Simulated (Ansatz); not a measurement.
Computed with Ansatz.

`[SiH3][O][Hf]([Cl])([O][SiH3])[O][SiH3]` at its PBE0-D4/def2-TZVP geometry, where that method's forces vanish. Charge 0, multiplicity 1. Hf: def2 effective core potential.

```json
{"atom": "Si1", "x (Å)": "0.649", "y (Å)": "1.246", "z (Å)": "-3.040"}
{"atom": "O2", "x (Å)": "0.450", "y (Å)": "0.230", "z (Å)": "-1.770"}
{"atom": "Hf3", "x (Å)": "0.199", "y (Å)": "-0.921", "z (Å)": "-0.242"}
{"atom": "Cl4", "x (Å)": "0.679", "y (Å)": "-3.160", "z (Å)": "-0.826"}
{"atom": "O5", "x (Å)": "-1.628", "y (Å)": "-0.774", "z (Å)": "0.359"}
{"atom": "Si6", "x (Å)": "-3.172", "y (Å)": "-0.597", "z (Å)": "0.879"}
{"atom": "O7", "x (Å)": "1.370", "y (Å)": "-0.343", "z (Å)": "1.177"}
{"atom": "Si8", "x (Å)": "2.342", "y (Å)": "0.195", "z (Å)": "2.382"}
{"atom": "H9", "x (Å)": "2.042", "y (Å)": "1.148", "z (Å)": "-3.544"}
{"atom": "H10", "x (Å)": "-0.297", "y (Å)": "0.880", "z (Å)": "-4.125"}
{"atom": "H11", "x (Å)": "0.381", "y (Å)": "2.642", "z (Å)": "-2.605"}
{"atom": "H12", "x (Å)": "-3.179", "y (Å)": "0.118", "z (Å)": "2.182"}
{"atom": "H13", "x (Å)": "-3.945", "y (Å)": "0.190", "z (Å)": "-0.116"}
{"atom": "H14", "x (Å)": "-3.797", "y (Å)": "-1.933", "z (Å)": "1.046"}
{"atom": "H15", "x (Å)": "1.547", "y (Å)": "1.016", "z (Å)": "3.332"}
{"atom": "H16", "x (Å)": "2.928", "y (Å)": "-0.963", "z (Å)": "3.103"}
{"atom": "H17", "x (Å)": "3.432", "y (Å)": "1.025", "z (Å)": "1.810"}
```

Q: For each bond, give half the difference of the two atoms' forces along it (eV/Å; positive pushes the atoms apart) under PBE-D4, r2SCAN-D4, B3LYP-D4, ωB97M-V in def2-TZVPP. (An estimate is asked.)

A: The calculation gave: 
| bond | length (Å) | PBE-D4 | r2SCAN-D4 | B3LYP-D4 | ωB97M-V |
| --- | --- | --- | --- | --- | --- |
| Si1–O2 | 1.639 | 0.26 | -0.02 | 0.03 | 0.13 |
| Si1–H9 | 1.485 | 0.03 | -0.03 | -0.08 | -0.14 |
| Si1–H10 | 1.485 | 0.03 | -0.03 | -0.08 | -0.14 |
| Si1–H11 | 1.486 | 0.03 | -0.03 | -0.08 | -0.14 |
| O2–Hf3 | 1.929 | -0.06 | 0.07 | 0.08 | 0.03 |
| Hf3–Cl4 | 2.364 | -0.02 | 0.00 | 0.11 | 0.04 |
| Hf3–O5 | 1.929 | -0.06 | 0.07 | 0.08 | 0.03 |
| O5–Si6 | 1.639 | 0.26 | -0.02 | 0.03 | 0.13 |
| Si6–H12 | 1.486 | 0.02 | -0.03 | -0.08 | -0.14 |
| Si6–H13 | 1.486 | 0.02 | -0.03 | -0.08 | -0.14 |
| Si6–H14 | 1.485 | 0.03 | -0.03 | -0.08 | -0.14 |
| O7–Si8 | 1.639 | 0.26 | -0.02 | 0.03 | 0.13 |
| Si8–H16 | 1.485 | 0.03 | -0.03 | -0.08 | -0.14 |
| Si8–H17 | 1.486 | 0.02 | -0.03 | -0.08 | -0.14 |

B3LYP here is the variant with VWN-RPA as its local correlation; programs differ in this.
